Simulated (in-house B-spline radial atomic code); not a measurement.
# BHandHLYP excitations of Cu+

Method: BHandHLYP. Computed with an all-electron radial atomic-structure program (B-spline basis): linear response of the closed shell [Ar] 3d10 with the functional's adiabatic kernel; scalar-relativistic (spin-free one-electron X2C), finite nucleus, no spin-orbit coupling, no double excitations, S, P, D and F terms only. Only terms of natural parity with L up to 3 were computed.

Command:
```bash
python run_td.py task.json out
```
Settings (radii: box in bohr, nucleus in fm):
```
Z                        29
electrons                28
configuration            [Ar] 3d10
hamiltonian              x2c
method                   bhandhlyp
box_radius               41.61
rms_radius               3.8823
intervals                75
```

Cost of the run: 2.4 s on 1 thread of Arm Neoverse N1 (shared host).

The lowest states, in the order of their Tamm-Dancoff energies; the method's threshold (minus the highest occupied level) is 18.157 eV. Labels give the largest channel, * marks a mixed state, and oscillator strengths are full-response dipole values. Semilocal kernels can invert the small singlet-triplet splittings of Rydberg terms. Energies in eV:

| state | full response | Tamm-Dancoff | oscillator strength |
| --- | --- | --- | --- |
| 3d → 4s 3D | 2.665 | 2.707 | - |
| 3d → 4s 1D | 3.266 | 3.290 | - |
| 3d → 4p 3P | 8.251 | 8.278 | - |
| 3d → 4p 3F | 8.386 | 8.410 | - |
| 3d → 4p 1F | 8.648 | 8.650 | - |
| 3d → 4p 1P | ? | ? | ? |
| 3d → 5s 3D | ? | ? | - |
| 3d → 5s 1D | 13.123 | 13.126 | - |
| 3d → 4d 3S | 13.857 | 13.891 | - |
| 3d → 4d 3D | 14.021 | 14.032 | - |

**Question.** Where does 3d → 5s 3D lie?

**Answer.** At 13.053 eV in full response, 13.057 eV in Tamm-Dancoff.

**Question.** Where does 3d → 4p 1P lie?

**Answer.** At 9.230 eV in full response, 9.323 eV in Tamm-Dancoff, oscillator strength 0.366.

**Question.** How large is the singlet-triplet splitting of 3d → 4s (D terms) in Tamm-Dancoff?

**Answer.** 0.583 eV, from the unrounded values.

**Question.** What polarisabilities and dispersion coefficient does the method give?

**Answer.** Dipole 6.438 bohr³, quadrupole 42.54 bohr⁵, C6 21.22 hartree·bohr⁶ for two such species.
